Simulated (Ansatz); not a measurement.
`[F][Al]1[CH]=[C]1[SiH3]` → Al• + 2 C• + F• + 4 H• + Si•  (atomization)

Computed with Ansatz on PBE0-D4/def2-TZVP structures; ΔE is electronic, products minus reactants. CBS: MP2 limit from def2 TZ/QZ plus the TZ coupled-cluster correction, frozen cores. This one scheme is used for every species, atoms too. Functionals use def2-TZVPP. Open shells (•) are unrestricted, without spin–orbit coupling. Spin–orbit coupling would lower the free atoms: a little for Al, C, F, Si.

`[F][Al]1[CH]=[C]1[SiH3]`:

Z-matrix (Å, degrees):
```
Si
C 1 1.854
H 1 1.488 2 109.8
H 1 1.491 2 111.0 3 -120.6
H 1 1.488 2 109.8 3 118.8
Al 2 1.851 1 163.2 3 -59.7
C 2 1.386 1 129.7 3 120.3
F 6 1.637 2 157.7 1 -0.1
H 7 1.090 2 125.6 1 0.0
```

(1) What is ΔE at CCSD(T)/CBS? (An estimate is asked.)

(2) What do these levels give: r2SCAN0-D4, ωB97M-V, PBE-QIDH, PBE, revPBE, MP2/def2-TZVPP? (An estimate is asked.)

Largest T1 diagnostic among the species: 0.018.

Results:

(1) The calculation gave: +34.26 eV.

(2) Ansatz gave: r2SCAN0-D4 33.76, ωB97M-V 34.26, PBE-QIDH 34.01, PBE 34.49, revPBE 33.28, MP2/def2-TZVPP 34.15 eV.

At CCSD(T), def2-SVP lies −2.00 eV from the extrapolated value and def2-TZVPP −0.97 eV: correlation converges slowly with the basis, and small sets miss more of it in the bonded molecule than in its fragments. The D4 term adds +0.33 eV with B3LYP and +0.17 eV with PBE0; it sums over pairs of atoms, weighted by their polarisabilities, and B3LYP, whose exchange is more repulsive, gets the larger term.

B3LYP here is the variant with VWN-RPA as its local correlation; programs differ in this.

For atomizations the MP2-based limit and the directly extrapolated one differ by several kJ/mol either way, and by 10 to 25 for some Ge, Se and Sn compounds, so smaller differences from it don't rank the levels.
